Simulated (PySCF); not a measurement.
## Dipole response of Pt (platinum, neutral)

[Xe] 4f14 5d8 6s2, high-spin 3F determinant (an excited configuration). Computed with PySCF 2.14 in ANO-RCC-VTZP, with the spin-free X2C one-electron Hamiltonian (Gaussian nucleus). Coupled (time-dependent) response in atomic units; α is the mean over directions. The basis has no added diffuse functions, which lowers α and C₆.

| method | mean α (bohr³) | C₆ (like pair) | S(−4) |
| --- | --- | --- | --- |
| PBE0 | 38.96 | 403.9 | 471.5 |

S(−4) is the Cauchy moment in α(ω) = α(0) + S(−4) ω² + …

Spin-orbit coupling is absent.

α(iu) at PBE0:

| u (hartree) | α(iu) (bohr³) |
| --- | --- |
| 0 | 38.96 |
| 0.0500 | 37.83 |
| 0.100 | 34.89 |
| 0.200 | 27.25 |
| 0.300 | 20.79 |
| 0.500 | 13.20 |
| 0.750 | 8.843 |
| 1.00 | 6.580 |
| 1.50 | 4.176 |
| 2.00 | 2.895 |
| 3.00 | 1.616 |
| 5.00 | 0.7096 |

Spin-orbit coupling, absent here, splits the open shell strongly.
